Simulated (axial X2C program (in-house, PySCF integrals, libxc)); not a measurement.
**Which molecule gave these maps?**

PBE0 fields computed with an axial X2C code built on PySCF integrals, two-component, near the equilibrium distance, one atom at z = 0.

The maps cover the half plane through the axis: z from -2.4 to 4.2 Å along the bond, ρ from 0.15 to 2.25 Å away from it.

log10 of the density in e/bohr³:

```
 ρ\z  -2.4  -1.8  -1.2  -0.6   0.0   0.6   1.2   1.8   2.4   3.0   3.6   4.2
0.15  -2.6  -2.3  -1.9  -0.3   1.4  -0.4  -0.6   0.7  -0.5  -1.9  -3.1  -4.1
0.45  -2.6  -2.3  -2.0  -0.7   0.1  -0.7  -0.9  -0.2  -0.9  -2.1  -3.2  -4.2
0.75  -2.6  -2.4  -2.1  -1.3  -0.6  -1.3  -1.3  -0.9  -1.4  -2.4  -3.4  -4.3
1.05  -2.7  -2.4  -2.2  -1.7  -1.3  -1.7  -1.8  -1.6  -1.9  -2.7  -3.6  -4.4
1.35  -2.8  -2.5  -2.3  -2.0  -1.8  -2.0  -2.2  -2.2  -2.5  -3.1  -3.8  -4.6
1.65  -2.9  -2.7  -2.4  -2.2  -2.1  -2.3  -2.6  -2.7  -2.9  -3.5  -4.1  -4.8
1.95  -3.0  -2.8  -2.6  -2.4  -2.4  -2.5  -2.8  -3.1  -3.4  -3.8  -4.4  -5.0
2.25  -3.2  -2.9  -2.8  -2.6  -2.6  -2.8  -3.1  -3.4  -3.7  -4.1  -4.6  -5.1
```

Electron localisation function (collinear form, no current term, damped to 0 at low density):

```
 ρ\z  -2.4  -1.8  -1.2  -0.6   0.0   0.6   1.2   1.8   2.4   3.0   3.6   4.2
0.15  0.99  0.89  0.04  0.88  0.84  0.79  0.78  0.20  0.85  0.41  0.05  0.00
0.45  0.99  0.90  0.03  0.59  0.81  0.45  0.70  0.85  0.80  0.34  0.04  0.00
0.75  0.98  0.91  0.07  0.19  0.74  0.14  0.49  0.78  0.65  0.23  0.02  0.00
1.05  0.97  0.92  0.26  0.14  0.40  0.09  0.22  0.52  0.39  0.12  0.01  0.00
1.35  0.95  0.93  0.58  0.31  0.36  0.15  0.09  0.22  0.16  0.04  0.00  0.00
1.65  0.92  0.92  0.77  0.58  0.52  0.27  0.06  0.06  0.05  0.01  0.00  0.00
1.95  0.84  0.90  0.83  0.73  0.65  0.38  0.07  0.02  0.01  0.00  0.00  0.00
2.25  0.68  0.83  0.83  0.77  0.69  0.42  0.09  0.01  0.00  0.00  0.00  0.00
```

Axial spin density in 10⁻³ e/bohr³:

```
 ρ\z  -2.4  -1.8  -1.2  -0.6    0.0   0.6   1.2    1.8   2.4   3.0  3.6  4.2
0.15  -1.7  -3.0  -3.6  16.6  245.0  13.4  -0.4  -14.7  -1.7  -0.1  0.0  0.0
0.45  -1.6  -2.7  -3.1   8.5  228.9   8.7   0.4   -3.9  -0.8  -0.1  0.0  0.0
0.75  -1.4  -2.2  -1.9  11.3   77.3  12.0   1.1   -0.3  -0.2  -0.1  0.0  0.0
1.05  -1.1  -1.6  -0.8   8.4   27.2   9.0   1.4    0.2   0.0   0.0  0.0  0.0
1.35  -0.9  -1.1  -0.2   4.9   11.1   5.4   1.2    0.2   0.0   0.0  0.0  0.0
1.65  -0.7  -0.8   0.0   2.6    5.0   3.0   0.9    0.2   0.0   0.0  0.0  0.0
1.95  -0.5  -0.5   0.0   1.3    2.3   1.6   0.6    0.2   0.0   0.0  0.0  0.0
2.25  -0.3  -0.3   0.0   0.6    1.1   0.8   0.4    0.1   0.0   0.0  0.0  0.0
```

Which molecule is it?
A. TiF⁻
B. TiP⁺
C. LiV⁺
D. NaCd⁻

A. TiF⁻, with Ti at z = 0 and F at z = 1.822 Å, state Ω = 1 (⟨Sz⟩ = 1.00, ⟨Lz⟩ = 0.00 at PBE0), basis Ti dyall-acv3z [11s11p7d4f2g], F dyall-av3z [7s6p3d2f] (cores contracted in-house). The state is a single determinant with fixed occupations, the lowest that a limited PBE0 search found. Density functionals use the spin component along the axis (collinear). PBE0 can misorder states that lie within some tenths of an eV, so this need not be the ground state of the molecule. The nearest other 2c determinant of the search, Ω = 2, lies 0.19 eV up at the distance of the search. With several unpaired electrons one determinant need not be a pure state. Open-shell Ω = 0 determinants with evenly filled partner blocks cannot be reached by this program, so the Ω shown need not be the lowest component. The highest occupied level of some functionals is positive through self-interaction error; at Hartree–Fock it is bound. The determinant is spin-polarised beyond a pure state at some levels (its spin-free form has ⟨S²⟩ too high), which makes Re and μ there less reliable.
